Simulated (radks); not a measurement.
The numbers below are computed, except where a source is named.
The nuclear charge of the boron ion B+ is varied continuously with 4 electrons held in [He] 2s2. Code: a radial shooting solver on a logarithmic mesh with Libxc functionals. Model: non-relativistic Kohn-Sham, PBE, spin-polarised, spherical densities, point nucleus. By the Hellmann-Feynman theorem dE/dZ = E(electron-nucleus)/Z, the electronic potential at the nucleus.

Z    E (hartree)  E(electron-nucleus)/Z (hartree)  HOMO  e(HOMO) (eV)  <r> HOMO (bohr)
4      -14.62995                         -8.40951    2s        -5.609            2.604
4.2    -16.36206                         -8.91154    2s        -7.821            2.379
4.4    -18.19453                         -9.41312    2s       -10.320            2.192
4.6    -20.12729                         -9.91438    2s       -13.102            2.034
4.8    -22.16027                         -10.4154    2s       -16.164            1.898
5      -24.29343                         -10.9162    2s       -19.505            1.780
5.2    -26.52675                         -11.4169    2s       -23.124            1.676
5.4    -28.86019                         -11.9175    2s       -27.020            1.584
5.6    -31.29374                         -12.4180    2s       -31.192            1.502
5.8    -33.82737                         -12.9184    2s       -35.639            1.429
6      -36.46109                         -13.4187    2s       -40.361            1.362

The central difference of E at Z = 5 is -10.916 hartree, to compare with the third column; the second derivative is -2.5 hartree.
